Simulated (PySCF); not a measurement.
One molecule, one basis, several functionals.

CH7NSSi.
Cartesian coordinates in Å at the PBE0-D3(BJ)/def2-SVP level; atoms count from 1:
```
atom  x, y, z in Å
C1    -2.157    0.024   -0.092
S2    -0.766    0.913    0.677
Si3    0.878   -0.062   -0.315
N4     2.350    0.816   -0.148
H5    -2.096    0.058   -1.190
H6    -2.204   -1.023    0.242
H7    -3.078    0.533    0.225
H8     1.126   -1.423    0.248
H9     0.485   -0.186   -1.753
H10    2.922    0.666    0.675
H11    2.405    1.780   -0.459
```

PySCF, pcSseg-2 basis, density fitting, gas phase, PBE0-D3(BJ)/def2-SVP geometry. One functional is left out:

```json
{"functional": "B97-D", "exact exchange (%)": "0", "HOMO energy (eV)": "-5.52", "LUMO energy (eV)": "-0.82", "dipole moment (D)": "0.318"}
{"functional": "BLYP", "exact exchange (%)": "0", "HOMO energy (eV)": "-5.39", "LUMO energy (eV)": "-0.89", "dipole moment (D)": "0.288"}
{"functional": "BP86", "exact exchange (%)": "0", "HOMO energy (eV)": "-5.64", "LUMO energy (eV)": "-0.96", "dipole moment (D)": "0.313"}
{"functional": "LDA", "exact exchange (%)": "0", "HOMO energy (eV)": "-5.62", "LUMO energy (eV)": "-1.14", "dipole moment (D)": "0.326"}
{"functional": "OPBE", "exact exchange (%)": "0", "HOMO energy (eV)": "-5.54", "LUMO energy (eV)": "-0.80", "dipole moment (D)": "0.358"}
{"functional": "PBE", "exact exchange (%)": "0", "HOMO energy (eV)": "-5.54", "LUMO energy (eV)": "-0.97", "dipole moment (D)": "0.312"}
{"functional": "B97-2", "exact exchange (%)": "21", "HOMO energy (eV)": "-6.50", "LUMO energy (eV)": "-0.13", "dipole moment (D)": "0.342"}
{"functional": "PBE0", "exact exchange (%)": "25", "HOMO energy (eV)": "-6.74", "LUMO energy (eV)": "-0.15", "dipole moment (D)": "0.345"}
{"functional": "mPW1PW91", "exact exchange (%)": "25", "HOMO energy (eV)": "-6.76", "LUMO energy (eV)": "-0.14", "dipole moment (D)": "0.342"}
{"functional": "BHandHLYP", "exact exchange (%)": "50", "HOMO energy (eV)": "-7.82", "LUMO energy (eV)": "0.57", "dipole moment (D)": "0.360"}
```

**Question.** Predict the row of B3LYP (20 % exact exchange) by straight lines through the other rows, and check it.

**Answer.** 
```csv
property,line,computed,computed − line,"B97-2 (21 %), for comparison"
HOMO energy (eV),-6.47,-6.51,-0.04,-6.50
LUMO energy (eV),-0.30,-0.40,-0.10,-0.13
dipole moment (D),0.337,0.312,-0.025,0.342
```

**Question.** Which of these properties follows the share of exact exchange most closely, and which least?

**Answer.** Most closely the HOMO energy, least the dipole moment; the correlations over the tabulated rows are HOMO energy -0.996, LUMO energy 0.981, dipole moment 0.662. The HOMO energy moves by -0.462 eV for every 10 %. Functionals with the same share still differ in their other parts: at 0 % BLYP and BP86 differ by 0.25 eV in it.
